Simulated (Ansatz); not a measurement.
H4Se2Sn (`[SeH][SnH2][SeH]`) at its PBE0-D4/def2-TZVP geometry, where that method's forces vanish. Charge 0, multiplicity 1. Sn: def2 effective core potential.

```xyz
7

Se   -1.6237   -1.5647   -0.3188
Sn    0.4546   -0.3469    0.4571
Se    1.5068    1.0598   -1.3645
H    -2.4439   -0.3574   -0.1540
H     0.0365    0.6625    1.7646
H     1.5982   -1.5457    0.8430
H     0.4715    2.0925   -1.2272
```

(1) What forces (eV/Å) does PBE-D4/def2-TZVPP give on these atoms in the Gaussian-basis code of Ansatz? (An estimate is asked.)

## Answers

(1) Computed: 
```
Se1 -0.091 -0.376 -0.115
Sn2  0.002  0.031  0.084
Se3  0.326 -0.028 -0.236
H4  -0.133  0.220  0.034
H5  -0.042  0.112  0.160
H6   0.127 -0.133  0.038
H7  -0.188  0.175  0.036
```
